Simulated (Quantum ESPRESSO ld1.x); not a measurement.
Task: All-electron atom: Bi8+ in [Xe] 4f14 5d7 (the NIST ground configuration). Calculated with ld1.x of Quantum ESPRESSO 7.5: scalar-relativistic Kohn-Sham, LDA (Slater exchange, VWN5 correlation), spin-polarised, spherical densities, point nucleus; open shells are filled with parallel spins first. Some entries of the table are withheld. Estimate them.

orbital  occ.  eigenvalue (eV)  <r> (bohr)
1s up       1         -90738.5     0.01579
1s down     1         -90738.5     0.01579
2s up       1         -16403.2     0.06650
2s down     1         -16402.8     0.06650
2p up       3         -14051.4     0.06056
2p down     3         -14051.1     0.06056
3s up       1         -4049.50      0.1717
3s down     1         -4049.29      0.1717
3p up       3         -3377.88      0.1738
3p down     3         -3377.65      0.1738
3d up       5         -2703.24      0.1575
3d down     5         -2702.92      0.1575
4s up       1         -1019.95      0.3771
4s down     1         -1019.54      0.3771
4p up       3         -799.786      0.4027
4p down     3         -799.372      0.4026
4d up       5         -548.396      0.4224
4d down     5         -547.912      0.4222
5s up       1         -274.023      0.8205
5s down     1         -271.882      0.8187
4f up       7         -271.300      0.4396
4f down     7         -270.717      0.4388
5p up       3         -210.366      0.9234
5p down     3         -207.931      0.9220
5d up       5         -136.989       1.113
5d down     2         -134.426       1.114
6s up       0         -106.540       1.690
6s down     0         -104.902       1.702
6p up       0         -87.2961         (1)
6p down     0         -86.0449         (2)

Result: 
(1) 6p up <r> (bohr): 1.917
(2) 6p down <r> (bohr): 1.935
